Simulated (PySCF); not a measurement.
Species: GaH6N.
SMILES: `[NH3+][GaH3-]`

Theory: EOM-EE-CCSD/aug-cc-pVDZ in PySCF, restricted Hartree–Fock reference, frozen core, non-relativistic, gas phase, PBE0-D3(BJ)/def2-SVP geometry.

Q: What does EOM-EE-CCSD give for the lowest vertical excitations?

A: 
| state | E (eV) | λ (nm) | main singles (HF orbitals, share of the singles part) |
| --- | --- | --- | --- |
| singlet 1 (×2) | 6.39 | 194 | HOMO→LUMO 56 %, HOMO-1→LUMO 12 %, HOMO→LUMO+7 12 % |
| triplet 1 (×2) | 6.18 | 201 | HOMO→LUMO 53 %, HOMO→LUMO+7 19 %, HOMO→LUMO+10 14 % |

×n marks degenerate levels (orbitals of the first member shown); a last level whose partners the search may have cut is left out.

Q: What is the vertical gap between the lowest excited singlet and the lowest triplet?

A: 6.39 − 6.18 = 0.21 eV (20 kJ/mol). Both are led by HOMO→LUMO.

The first EOM-IP-CCSD ionisation energy is 10.05 eV, 3.66 eV above the singlet.

T1 diagnostic 0.009. EOM-CCSD puts states of mainly double-excitation character too high. An iterative search for so few roots can pass over a low state.
